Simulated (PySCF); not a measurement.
Species: C6H9Si2 (doublet state).
Atom-mapped SMILES: `[SiH2:1][c:2]1[cH:3][cH:4][c:5]([SiH3:6])[cH:7][cH:8]1` (hydrogens: H9, H10 on Si1; H11 on C3; H12 on C4; H13, H14, H15 on Si6; H16 on C7; H17 on C8)

Geometry (PBE0-D3(BJ)/def2-SVP, Å), atoms numbered from 1 in this order:
```
atom  x, y, z in Å
Si1   -3.4612   -0.4098   -0.3517
C2    -1.6223   -0.1933   -0.1667
C3    -0.9464    0.8498   -0.8264
C4     0.4339    0.9821   -0.7276
C5     1.1979    0.0779    0.0279
Si6    3.0595    0.2779    0.1864
C7     0.5243   -0.9671    0.6784
C8    -0.8570   -1.1042    0.5829
H9    -4.0619   -1.1315    0.8109
H10   -4.1510    0.8864   -0.6292
H11   -1.5094    1.5731   -1.4235
H12    0.9241    1.8075   -1.2526
H13    3.6589    0.6206   -1.1388
H14    3.4040    1.3749    1.1431
H15    3.6522   -0.9966    0.6911
H16    1.0884   -1.6922    1.2719
H17   -1.3479   -1.9313    1.1041
```

Level of theory: PBE0-D3(BJ)/def2-SVP geometry optimisation, gas phase (PySCF).

Take the most abundant isotopes and a rigid rotor. The values belong to one conformer with, in the numbering `[SiH2:1][c:2]1[cH:3][cH:4][c:5]([SiH3:6])[cH:7][cH:8]1`, H–Si1–C2–C3 -155° and -28°.

Q: Give the principal moments of inertia and the rotational constants in cm⁻¹.

A: Ia = 98.13, Ib = 760.60, Ic = 851.48 u·Å²; 505379 MHz·u·Å²/I gives 5150, 664.5 and 593.5 MHz, that is A = 0.17179, B = 0.02216, C = 0.01980 cm⁻¹.

Q: Classify the top.

A: A near-prolate asymmetric top. Ray's parameter κ = (2B − A − C)/(A − C) = -0.969; −1 is the prolate and +1 the oblate limit.

Q: What does the inertial defect say?

A: Not planar: Δ = Ic − Ia − Ib = -7.25 u·Å². For a rigid frame Δ = −2 Σ m c², so Σ m c² = 3.62 u·Å² lies off the ab plane: 3.56 from hydrogen and 0.06 from heavier atoms. The atom farthest from that plane is 1.37 Å away.

Q: Give the other two planar moments, Paa and Pbb, and the rms extents of the mass along the axes.

A: Paa = Σ m a² = (Ib + Ic − Ia)/2 = 756.97 and Pbb = Σ m b² = (Ia + Ic − Ib)/2 = 94.51 u·Å². With the mass M = 137.02 u, the rms extents √(P/M) along a, b and c are 2.35, 0.83, 0.16 Å.

Q: Where do the levels up to J = 2 lie, in MHz?

A: Above 0(0,0):
J = 1: 1(0,1) 1258, 1(1,1) 5744, 1(1,0) 5815
J = 2: 2(0,2) 3773, 2(1,2) 8189, 2(1,1) 8401, 2(2,1) 21858, 2(2,0) 21859
The levels of one J sum to (2J + 1)J(J + 1)(A + B + C)/3.

The dipole components are |μa| = 0.02 D, |μb| = 0.01 D, |μc| = 0.02 D.

For this open shell read J as N, the rotation without spin; fine and hyperfine splittings come on top. No PBE0-D3(BJ)/def2-SVP frequencies stand behind this structure, so it isn't proved a minimum. ⟨S²⟩ = 0.758 (exact for a doublet: 0.75). Constants of a rigid frame at the computed geometry: no zero-point averaging, no centrifugal distortion. A rigid rotor knows nothing of internal rotation, which can split or shift real lines.
